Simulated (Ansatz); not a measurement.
Molecular dynamics, step by step

C$_{2}$H$_{3}$Br (SMILES Br.C#C), singlet, HF/def2-TZVP (Ansatz 0.2.0). Settings (timestep in fs, temperature in K, friction in 1/fs; T counts 18 degrees of freedom, while the starting velocities carry no drift of the centre of mass, so T starts below the set value):

```yaml
hamiltonian: {xc: hf}
md: {n_steps: 80, timestep: 0.75, temperature: 300, ensemble: nvt_langevin, seed: 572, friction: 0.002, initial_velocities: maxwell_boltzmann}
```

Start (the SMILES describes the start alone):

Br1  (0.046, -0.308, -2.723)
H2  (0.022, -0.147, -1.300)
C3  (-0.566, 0.351, 0.968)
C4  (0.532, -0.123, 1.039)
H5  (-1.543, 0.772, 0.909)
H6  (1.509, -0.544, 1.107)
(Å)

| step | time (fs) | potential energy less the start (meV) | kinetic energy (meV) | T (K) |
| --- | --- | --- | --- | --- |
| 0 | 0.00 | 0.0 | 193.9 | 250 |
| 5 | 3.75 | 44.4 | 152.1 | 196 |
| 10 | 7.50 | 115.3 | 84.7 | 109 |
| 15 | 11.25 | 131.6 | 66.8 | 86 |
| 20 | 15.00 | 71.8 | 113.3 | 146 |
| 25 | 18.75 | 24.1 | 157.2 | 203 |
| 30 | 22.50 | 29.5 | 160.5 | 207 |
| 35 | 26.25 | 93.6 | 100.9 | 130 |
| 40 | 30.00 | 147.4 | 49.7 | 64 |
| 45 | 33.75 | 98.0 | 85.2 | 110 |
| 50 | 37.50 | 50.2 | 135.1 | 174 |
| 55 | 41.25 | 37.3 | 154.2 | 199 |
| 60 | 45.00 | 98.3 | 106.6 | 137 |
| 65 | 48.75 | 148.7 | 58.5 | 75 |
| 70 | 52.50 | 126.9 | 87.2 | 112 |
| 75 | 56.25 | 74.8 | 134.3 | 173 |
| 80 | 60.00 | 45.7 | 165.0 | 213 |

Step 60, positions (Å) and forces (eV/Å):

| atom | x | y | z | Fx | Fy | Fz |
| --- | --- | --- | --- | --- | --- | --- |
| Br1 | 0.030 | -0.323 | -2.716 | 0.019 | 0.054 | -0.364 |
| H2 | -0.115 | -1.003 | -1.502 | -0.030 | -0.065 | 0.181 |
| C3 | -0.525 | 0.444 | 0.943 | 1.964 | -1.048 | -0.215 |
| C4 | 0.558 | -0.050 | 1.021 | -0.260 | 0.521 | -0.258 |
| H5 | -1.453 | 0.841 | 0.682 | -0.674 | 0.309 | 0.279 |
| H6 | 1.576 | -0.413 | 0.975 | -1.018 | 0.230 | 0.377 |

Step 65, positions (Å) and forces (eV/Å):

```tsv
atom	x	y	z	Fx	Fy	Fz
Br1	0.028	-0.326	-2.714	-0.033	-0.195	0.066
H2	-0.121	-1.055	-1.508	0.022	0.182	-0.244
C3	-0.514	0.450	0.944	-0.531	-0.050	-0.913
C4	0.564	-0.044	1.028	-0.635	0.695	-0.309
H5	-1.487	0.853	0.629	1.322	-0.510	0.957
H6	1.565	-0.381	0.949	-0.145	-0.122	0.443
```

Step 70, positions (Å) and forces (eV/Å):

```tsv
atom	x	y	z	Fx	Fy	Fz
Br1	0.025	-0.329	-2.711	0.001	-0.024	-0.210
H2	-0.120	-1.091	-1.538	-0.011	0.011	0.036
C3	-0.505	0.454	0.937	1.538	-0.863	0.034
C4	0.564	-0.031	1.030	-0.295	0.428	-0.143
H5	-1.411	0.827	0.678	-1.946	0.854	-0.068
H6	1.543	-0.373	0.980	0.714	-0.406	0.352
```

Last step (80):

```csv
atom,x (Å),y (Å),z (Å)
Br1,0.0210,-0.3351,-2.7073
H2,-0.1071,-1.1456,-1.5580
C3,-0.4976,0.4568,0.9037
C4,0.5957,-0.0136,1.0334
H5,-1.4649,0.8654,0.8493
H6,1.5324,-0.4209,1.1731
```

Hardware: 2 CPU threads of an Intel Xeon Platinum 8259CL, shared host. Wall time about 100 s.
